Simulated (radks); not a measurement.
Charge is removed step by step from the 1s down level of Li+, starting from 1s(up 1, down 1). Calculated with a radial shooting solver on a logarithmic mesh with Libxc functionals: scalar-relativistic Kohn-Sham, r2SCAN, spin-polarised, spherical densities, finite nucleus; meta-GGA in the generalised Kohn-Sham scheme; Fermi nuclear charge, rms radius 2.444 fm.

[
 {"removed (e)": "0", "E - E(0) (eV)": "0.000", "eigenvalue (eV)": "-61.925"},
 {"removed (e)": "0.125", "E - E(0) (eV)": "7.978", "eigenvalue (eV)": "-65.721"},
 {"removed (e)": "0.25", "E - E(0) (eV)": "16.428", "eigenvalue (eV)": "-69.475"},
 {"removed (e)": "0.375", "E - E(0) (eV)": "25.343", "eigenvalue (eV)": "-73.142"},
 {"removed (e)": "0.5", "E - E(0) (eV)": "34.707", "eigenvalue (eV)": "-76.651"},
 {"removed (e)": "0.625", "E - E(0) (eV)": "44.494", "eigenvalue (eV)": "-79.886"},
 {"removed (e)": "0.75", "E - E(0) (eV)": "54.659", "eigenvalue (eV)": "-82.639"},
 {"removed (e)": "0.875", "E - E(0) (eV)": "65.121", "eigenvalue (eV)": "-84.610"}
]

The mean slope of the eigenvalue, de/dn, is 25.9 eV per electron.
